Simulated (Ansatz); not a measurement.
Relaxation of BClFH3O (7 atoms, charge 0, multiplicity 1), to a largest force component of 0.03 eV/Å in at most 50 steps.

All numbers below come from RKS PBE0/def2-SVP (Ansatz).

```xyz
7
Properties=species:S:1:pos:R:3
B 0.203 0.504 -0.266
F -0.039 -0.372 2.088
Cl 1.619 -0.329 -0.901
H -0.902 0.091 -0.486
O 0.350 1.716 0.373
H 1.278 1.982 0.437
H -0.213 0.535 2.149
```

Problem. Where does it end, and by what steps?

Solution. The run converged. The force dipped under the threshold on the way, but the program's further checks kept it going. After 35 steps the energy has fallen by 0.087 eV; Cl3 moved furthest, 1.37 Å.

| step | energy less start (eV) | largest force component (eV/Å) | accepted |
| --- | --- | --- | --- |
| 0 | 0.0000 | 0.882 | yes |
| 2 | -0.0468 | 1.059 | yes |
| 4 | -0.0588 | 0.330 | no |
| 6 | -0.0689 | 0.036 | yes |
| 8 | -0.0701 | 0.028 | yes |
| 10 | -0.0706 | 0.074 | yes |
| 12 | -0.0710 | 0.025 | yes |
| 14 | -0.0706 | 0.269 | no |
| 16 | -0.0721 | 0.084 | yes |
| 18 | -0.0728 | 0.084 | yes |
| 20 | -0.0744 | 0.148 | yes |
| 22 | -0.0783 | 0.125 | yes |
| 24 | -0.0757 | 0.377 | no |
| 26 | -0.0809 | 0.141 | yes |
| 28 | -0.0838 | 0.052 | yes |
| 30 | -0.0851 | 0.077 | yes |
| 32 | -0.0861 | 0.074 | yes |
| 34 | -0.0865 | 0.039 | yes |
| 35 | -0.0866 | 0.006 | yes |

```xyz
7
Properties=species:S:1:pos:R:3
B 0.400 0.337 -0.399
F -0.854 0.269 2.663
Cl 1.292 0.551 -1.898
H -0.500 -0.450 -0.327
O 0.727 1.067 0.690
H 1.462 1.681 0.562
H -0.230 0.671 2.101
```

Run time: 100 s on 1 thread of Intel(R) Xeon(R) Platinum 8259CL CPU @ 2.50GHz (Skylake/Cascade Lake), on a shared host, peak memory 0.18 GiB.
